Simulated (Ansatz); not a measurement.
`CSB(F)F` + HBr → `FB(F)Br` + CH₃SH at 600 K and 1 bar (ligand exchange at a B–S bond).

Calculated with Ansatz (gas phase, PBE0-D4/def2-TZVP geometries, no zero-point term in ΔE). CCSD(T)/CBS is the MP2 limit (def2-TZVPP, def2-QZVPP) plus CCSD(T) − MP2 in def2-TZVPP, frozen cores. This one scheme is used for every species. For Br outer-core shells are correlated without core-valence functions, which leaves a few kJ/mol of doubt a bond. Scalar relativity is left out up to krypton. One conformer a species, not always the lowest.

```tsv
species	CCSD(T)/CBS energy (Eh)	H − E (kJ/mol)	S (J/(mol·K))
`CSB(F)F`	-662.16308	179.3	404.3
HBr	-2573.91920	33.5	219.1
`FB(F)Br`	-2797.85348	59.5	332.0
CH₃SH	-438.22835	152.3	296.8
```

H − E and S are ideal-gas, rigid-rotor, harmonic terms from PBE0-D4/def2-TZVP, for one conformer and one mirror image of each species. 1 Eh = 2625.50 kJ/mol, R = 8.31446 J/(mol·K).

Question: By hand: ΔE, ΔH, ΔS and ΔG.

Answer: ΔE = (-2797.85348) + (-438.22835) − (-662.16308) − (-2573.91920) = 0.00045 Eh = 1.2 kJ/mol. Δ(H − E) = 59.5 + 152.3 − 179.3 − 33.5 = -1.0, so ΔH = 0.2 kJ/mol. ΔS = 332.0 + 296.8 − 404.3 − 219.1 = 5.4 J/(mol·K). ΔG = 0.2 − 600 × (5.4)/1000 = -3.0 kJ/mol.

Question: By hand: the equilibrium constant, and the temperature at which ΔG would vanish if ΔH and ΔS stayed fixed.

Answer: log₁₀ K = −ΔG/(RT ln 10) = 0.3. ΔG = 0 at ΔH/ΔS = 37 K, though so small a ΔH makes that figure unsure.

TΔS isn't small against ΔH here. The sign of ΔG lies within the doubt. A doubt of 5 kJ/mol in ΔE shifts log₁₀ K by 0.4 here. Other conformers and mirror images would add mixing entropy, several J/(mol·K) or more a flexible species. These are equilibria of isolated gas molecules and say nothing of rates. Largest T1 diagnostic: 0.012 (customary marks: 0.02 for closed shells, 0.045 for open ones).
